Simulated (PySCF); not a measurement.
## Bond curve of HoSi

Set-up: Ho x2c-SVPall, Si x2c-SVPall; spin-free X2C with a Gaussian nucleus (PySCF 2.14). Energies in eV from Ho (4f11 6s2) + Si in their ground configurations at the same level. State: Ms = 2.5 determinant of mixed spin, about 11.0 electrons in the 4f shell (Mulliken), real f orbitals that mix terms.

All columns are PBE0. A positive dipole means Ho(−)Si(+).

| R (Å) | E (eV) | μ (D) | Mulliken charge on Ho (basis-dependent) | HOMO (eV) | LUMO (eV) | Mayer bond order | ⟨S²⟩ |
| --- | --- | --- | --- | --- | --- | --- | --- |
| 2.443 | -1.053 | -4.15 | 0.26 | -4.29 | -2.12 | 1.96 | 9.11 |
| 2.557 | -1.305 | -4.44 | 0.29 | -4.28 | -2.10 | 1.73 | 9.12 |
| 2.671 | -1.449 | -4.71 | 0.30 | -4.33 | -2.13 | 1.59 | 9.13 |
| 2.756 | -1.501 | -4.89 | 0.31 | -4.37 | -2.17 | 1.50 | 9.14 |
| 2.841 | -1.514 | -5.06 | 0.32 | -4.41 | -2.21 | 1.42 | 9.15 |
| 2.926 | -1.499 | -5.22 | 0.32 | -4.46 | -2.25 | 1.35 | 9.16 |
| 3.040 | -1.444 | -5.41 | 0.33 | -4.53 | -2.32 | 1.27 | 9.16 |
| 3.182 | -1.339 | -5.62 | 0.33 | -4.55 | -2.39 | 1.17 | 9.16 |
| 3.352 | -1.187 | -5.81 | 0.33 | -4.47 | -2.48 | 1.07 | 9.14 |
| 3.580 | -0.972 | -5.90 | 0.31 | -4.42 | -2.59 | 0.93 | 9.09 |

A fit through these points gives, at Re = 2.835 Å, μ = -5.05 D and dμ/dR = -1.93 D/Å; the reduced mass is 23.92 u.

Q: How strong is the fundamental in the double-harmonic approximation, I = 42.26·(dμ/dR)²/μred km/mol?

A: I = 42.26·(-1.93)²/23.92 = 6.58 km/mol at PBE0.

Spin–orbit coupling is left out, which matters for elements this heavy, above all for dissociation energies. With d or f electrons several states lie close, and the lowest PBE0 determinant need not be the measured ground state.
